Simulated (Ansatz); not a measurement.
Ideal-gas functions of CH$_{3}$FOSn, SMILES `C[O][Sn][F]` at 298.15 K and 1 bar, from an Ansatz frequency run at PBE0-D4/def2-TZVP.

Molar mass 168.74 g/mol, point group Cs (symmetry number 1), electronic degeneracy 1, moments of inertia 72.58, 164.295, 233.714 u Å². Harmonic wavenumbers (cm⁻¹, unscaled): 104, 141, 148, 261, 534, 573, 1111, 1172, 1193, 1469, 1494, 1497, 3014, 3079, 3092.

Use S(trans) = R[1.5 ln M + 2.5 ln T − 1.1517]; rotational temperatures θ = 24.2544 K / I; S(rot) = R[ln(√π/σ · √(T³/θAθBθC)) + 1.5]; for each mode x = 1.438777 ν̃/T, S = R[x/(eˣ − 1) − ln(1 − e⁻ˣ)] and H = RT x/(eˣ − 1); 1 cm⁻¹ = 0.0119627 kJ/mol; R = 8.31446 J/(mol·K).

Problem. By hand: the entropy, in J/(mol·K).

Solution. Translation 172.8. Rotation: θ = 0.3342, 0.1476, 0.1038 K, giving 110.2. Vibration, mode by mode: 14.13, 11.67, 11.29, 6.92, 2.42, 2.09, 0.25, 0.19, 0.18, 0.06, 0.05, 0.05, 0.00, 0.00, 0.00, in all 49.3. Electronic 0.0. Sum 332.3 J/(mol·K).

Problem. By hand: H − E and G − E in kJ/mol, counted from the electronic energy.

Solution. Zero-point energy ½ × 18882 × 0.0119627 = 112.9; thermal vibration 7.8; translation, rotation and pV give 4 RT = 9.9. H − E = 130.6 kJ/mol, and G − E = 130.6 − 298.15 × 332.3/1000 = 31.5 kJ/mol.

Vibration gives 15 % of the entropy, 37.1 J/(mol·K) of it from the modes under 150 cm⁻¹: soft modes count most, and the harmonic formula is weakest for them. The sum counts one conformer and one mirror image; others add a mixing term.
